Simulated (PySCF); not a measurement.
The same groups moved round the core (butadiene methyl+boryl). Gas-phase values, no solvent. One relaxed conformer stands for each flexible species; it need not be the lowest. Strings in code marks are SMILES.

The T1 excitation (TDA) from two functionals at the same geometries (CAM-B3LYP-D3(BJ)/def2-TZVP), both in PySCF: PBE-D3(BJ)/def2-TZVP and TPSSh-D3(BJ)/def2-TZVP. Excitations are Tamm–Dancoff values on a coarser integration grid. The basis has no diffuse functions, so Rydberg states are missing or too high.

| species | PBE-D3(BJ)/def2-TZVP (eV) | TPSSh-D3(BJ)/def2-TZVP (eV) |
|---|---|---|
| `BC(=C)C(=C)C` | 2.71 | 2.84 |
| `BC(=C)/C=C/C` | 2.51 | 2.67 |
| `B/C(C)=C/C=C` | 2.52 | 2.55 |
| `B/C(C)=C\C=C` | 2.48 | 2.54 |
| `C=C/C(B)=C\C` | 2.77 | 2.87 |
| `C/C=C(\B)C=C` | 2.53 | 2.68 |
| `C=C/C(=C\B)C` | 2.70 | 2.72 |
| `C(=C)/C(=C/B)C` | 2.65 | 2.68 |
| `B/C=C/C=C/C` | 2.66 | 2.69 |
| `B/C=C/C=C\C` | 2.61 | 2.64 |

Over these rows, drawn at random from the members with no instability flagged (it was tested for open shells, ions and some series alone), PBE minus TPSSh-D3(BJ): mean -0.07 eV, from -0.16 eV to -0.03 eV.
